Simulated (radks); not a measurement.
Values are calculated unless marked as measured or tabulated.
Hf, configuration [Xe] 4f14 5d2 6s2.

Code: a radial shooting solver on a logarithmic mesh with Libxc functionals. Model: scalar-relativistic Kohn-Sham, r2SCAN, spin-polarised, spherical densities, finite nucleus; open shells are filled with parallel spins first (spin-orbit coupling, left out, can overturn this in heavy ions); meta-GGA in the generalised Kohn-Sham scheme; Fermi nuclear charge, rms radius 5.347 fm.

Energy parts (eV):
part                       energy
total                  -410287.16
kinetic                 449427.49
electron-nucleus      -1012092.47
Hartree                 160761.78
exchange-correlation     -8383.95

Orbitals (lengths in bohr, moments of r in powers of bohr; <r^-3> diverges for s and p1/2):
| orbital | occ. | eigenvalue (eV) | <r^-3> | <r^4> |
|---|---|---|---|---|
| 1s up | 1 | -65354.31 | - | 6.631e-07 |
| 1s down | 1 | -65354.32 | - | 6.631e-07 |
| 2s up | 1 | -11201.89 | - | 0.0001008 |
| 2s down | 1 | -11201.80 | - | 0.0001008 |
| 2p up | 3 | -9833.747 | 17790 | 0.00007829 |
| 2p down | 3 | -9833.684 | 17790 | 0.00007829 |
| 3s up | 1 | -2561.771 | - | 0.003720 |
| 3s down | 1 | -2561.787 | - | 0.003720 |
| 3p up | 3 | -2151.047 | 3935 | 0.003982 |
| 3p down | 3 | -2151.057 | 3935 | 0.003982 |
| 3d up | 5 | -1664.090 | 509.7 | 0.003100 |
| 3d down | 5 | -1664.060 | 509.7 | 0.003100 |
| 4s up | 1 | -521.3778 | - | 0.08905 |
| 4s down | 1 | -521.3475 | - | 0.08907 |
| 4p up | 3 | -386.0380 | 896.4 | 0.1185 |
| 4p down | 3 | -386.0162 | 896.2 | 0.1185 |
| 4d up | 5 | -210.2329 | 98.82 | 0.1800 |
| 4d down | 5 | -210.2004 | 98.82 | 0.1798 |
| 4f up | 7 | -17.0077 | 15.48 | 1.007 |
| 4f down | 7 | -16.8386 | 15.58 | 0.9379 |
| 5s up | 1 | -68.9668 | - | 3.209 |
| 5s down | 1 | -68.2864 | - | 3.114 |
| 5p up | 3 | -37.1087 | 116.5 | 6.744 |
| 5p down | 3 | -36.0255 | 119.7 | 6.457 |
| 5d up | 2 | -3.1768 | 4.418 | 120.3 |
| 5d down | 0 | -1.6661 | 4.166 | 183.7 |
| 6s up | 1 | -5.6015 | - | 267.4 |
| 6s down | 1 | -4.6717 | - | 364.6 |

The highest occupied level is 5d up at -3.177 eV. For comparison, the ionisation energy in NIST's Atomic Spectra Database is 6.825 eV (measured). In exact Kohn-Sham theory the highest level is minus the ionisation energy, but local and semilocal functionals leave it too shallow, through self-interaction and a potential that decays too fast; potentials with the right tail come closer. The spin density at the nucleus is 4.23 e/bohr^3 (1s 0.11, 2s -0.61, 3s 0.33, 4s 0.82, 5s -9.32, 6s 12.89).
